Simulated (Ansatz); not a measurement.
Input for Ansatz (an electronic-structure program): R-SVWN5/def2-TZVPP on GeH5NTe (SMILES N[Te][GeH3]), a point of a torsion scan. Elements past Kr take the def2 small-core potentials; no spin–orbit coupling.

Ansatz 0.2 input:
```yaml
crystal:
  periodic: [false, false, false]
  atoms:
    - {symbol: N, position_ang: [2.10329265, -0.11975587, 0.20878094]}
    - {symbol: Te, position_ang: [0.61375192, -0.12987942, 1.63177369]}
    - {symbol: Ge, position_ang: [-1.33631956, 0.02044437, 0.04558975]}
    - {symbol: H, position_ang: [2.05534542, 0.71992151, -0.35548140]}
    - {symbol: H, position_ang: [1.99958445, -0.90169693, -0.42641286]}
    - {symbol: H, position_ang: [-1.43549018, -1.11780512, -0.93708048]}
    - {symbol: H, position_ang: [-2.64368576, 0.04630381, 0.77167478]}
    - {symbol: H, position_ang: [-1.33134835, 1.24186630, -0.83703236]}
basis:
  gaussian:
    orbitals: def2-TZVPP
hamiltonian:
  xc: {name: SVWN5}
scf: {lower_state_search: off}
```

Program output:

```
WARN ansatz: RAYON_NUM_THREADS=1 ignored (pool sized by the plan → 1); use --threads N
Functional definition: SVWN5
these checks for a lower state are left out or cut short: stability, starts, cluster_reference, orbital_swaps, neighbouring_geometries, increment
integrals: 0.12 GiB planned
1194 factors; their error is unknown
mean field: 0.77 GiB planned
mean field evaluation 1: about -65263.9903 eV, gradient 7.7e1 eV
mean field evaluation 2: about -65176.5228 eV, gradient 1.6e2 eV
mean field evaluation 4: about -65273.9521 eV, gradient 2.1e1 eV
mean field evaluation 8: about -65274.8901 eV, gradient 2.6e-1 eV
mean field evaluation 16: about -65274.7501 eV, gradient 4.3e-3 eV
mean field -65274.75008911 eV, -2398.8028209602 hartree, gradient 1.9e-6 eV, S^2 0.000000; 0 other end points of the search recorded, 0 dependent functions left out
reference -65274.75012677 eV, -2398.8028223439 hartree; 34, 34 occupied and 165, 165 virtual orbitals, 1194 factors
Total energy: -65274.75012677 eV, -2398.8028223439 hartree
Checks for a lower state left out: stability, starts, cluster_reference, orbital_swaps, neighbouring_geometries, increment
```

The run converged.

Cost: roughly 2.5 core-seconds.
